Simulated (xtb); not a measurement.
CH3FZn, SMILES [F][Zn][CH3]. All values are semi-empirical tight-binding results from xtb (GFN2-xTB unless named), good for trends rather than for accurate numbers. Coordinates come from a GFN2-xTB optimisation.

Optimised geometry:

```xyz
6

Zn    -0.0146     0.0517    -0.0521
F     -0.4135     1.3075    -1.1550
C      0.4337    -1.3880     1.2457
H      0.5374    -2.3395     0.7419
H     -0.3441    -1.4831     1.9915
H      1.3639    -1.1696     1.7519
```
Charge 0, spin multiplicity 1.

For metal compounds this method's bond lengths and energies can be far off.

Computed properties:
```
Item                                          Result
-------------------------------------  -------------
point group as xtb finds it                      C3v
orbital gap                                  5.15 eV
zero-point energy                      22.6 kcal/mol
G − E(el) at 298.15 K (modified RRHO)   5.5 kcal/mol
```

Computed atomic charges and the Wiberg bond orders between heavy atoms:
charges (e) Zn1 0.33, F2 -0.39, C3 -0.17, H4 0.08, H5 0.08, H6 0.08. Bond orders Zn1–F2 0.85, Zn1–C3 0.89.
